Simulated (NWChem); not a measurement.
Molecule: GaSi$_{2}$H$_{7}$; SMILES [SiH3][GaH][SiH3]

**Question.** Give the equilibrium geometry at B3LYP/6-31G* (spherical d) (NWChem) as an XYZ file, with the point group.

**Answer.** point group C1; any orientation.
```
10

Ga    -0.6956     0.0000    -0.0001
H     -2.2856    -0.0005     0.0188
Si     0.4088    -2.1758    -0.0043
H      0.0328    -2.9424     1.2203
H      1.8959    -2.0923    -0.0463
H     -0.0339    -2.9772    -1.1832
Si     0.4084     2.1759    -0.0071
H      1.8928     2.0934    -0.1065
H      0.0800     2.9139     1.2485
H     -0.0782     3.0045    -1.1492
```
